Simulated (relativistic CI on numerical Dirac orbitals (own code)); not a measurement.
Hyperfine structure of W²²⁺, mass number 183

Calculated at this level of theory: Dirac-Coulomb-Breit CI, orbitals from a KLI potential per configuration, model QED, unscaled Slater integrals (own radial code, finite nucleus).

CI space (outside the closed core [Ar] 3d10 4p6 4d10): 4s²4f⁶, 4s²4f⁵5s, 4s²4f⁴5s², 4s²4f⁵6s, 4s4f⁷, 4f⁸. Levels of other configurations are missing.

Nuclear spin I = 1/2, μ = 0.11739 μN (tables of Stone and Pyykkö). The electronic factors are computed for point nuclear moments, without core polarisation or the Bohr-Weisskopf and QED corrections.

| Level | E (eV) | A (MHz) |
| --- | --- | --- |
| 4s²4f⁶ ⁷F1 | 0.6536 | 65.82 |
| 4s²4f⁶ ⁷F2 | 1.3863 | 153.7 |
| 4s²4f⁶ ⁷F3 | 2.0845 | 227 |
| 4s²4f⁶ ⁷F4 | 2.7214 | 285.1 |
| 4s²4f⁶ ⁷F5 | 3.2784 | 334.9 |
| 4s²4f⁶ ⁷F6 | 3.7103 | 385.6 |
| 4s²4f⁶ ⁵D1 | 6.1967 | 233.9 |
| 4s²4f⁶ ⁵D2 | 7.7577 | 291.2 |

Levels with J = 0, under 50 % of one LS term, or S terms without an open s electron are left out. Small factors come from cancelling terms and can be off by tens of per cent or more.

At this charge energies of transitions that change n are usually good to better than 1 %, and those within a shell (Δn = 0) to a few per cent. Terms inside the open d or f shell come out 10 to 20 % too wide with unscaled integrals.

Task: Give the hyperfine levels of 4s²4f⁶ ⁷F2 relative to its centre of gravity.

Result: With K = F(F + 1) − I(I + 1) − J(J + 1), E = AK/2: F = 3/2: -230.6, F = 5/2: 153.7 MHz.

LS names give the leading component of a level, which can be under half, so a name can repeat, a term be missing and a line seem to break the LS rules.
